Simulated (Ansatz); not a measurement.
CH$_{5}$BSSi, SMILES `CB1[SiH2]S1` from Hartree–Fock to CCSD(T)

Cartesian coordinates in Å:
```
C -1.3736 0.8668 0.0469
B -0.1673 -0.0665 -0.2076
Si 1.5842 -0.7888 0.2209
S 0.2666 -1.2830 -1.4286
H -1.0401 1.9103 0.0302
H -1.7708 0.7013 1.0538
H -2.1836 0.7484 -0.6754
H 1.8173 -1.9135 1.1593
H 2.8674 -0.1750 -0.1994
```

The species carries charge 0 and has multiplicity 1. The structure was optimised at the PBE0-D4/def2-TZVP level. Frozen core, restricted reference, Ansatz 0.2.0. CBS rows extrapolate triple and quadruple zeta; past MP2 they add the triple-zeta difference.

```
     basis     HF (Eh)  MP2 corr.  CCSD corr.       (T)  CCSD(T) total
  def2-SVP  -751.68212   -0.45256    -0.50274  -0.01847     -752.20333
def2-TZVPP  -751.99182   -0.56710    -0.61436  -0.02955     -752.63573
def2-QZVPP  -752.01431   -0.60862           –         –              –
 CBS(def2)  -752.01741   -0.63937    -0.68662     as TZ     -752.73358
```
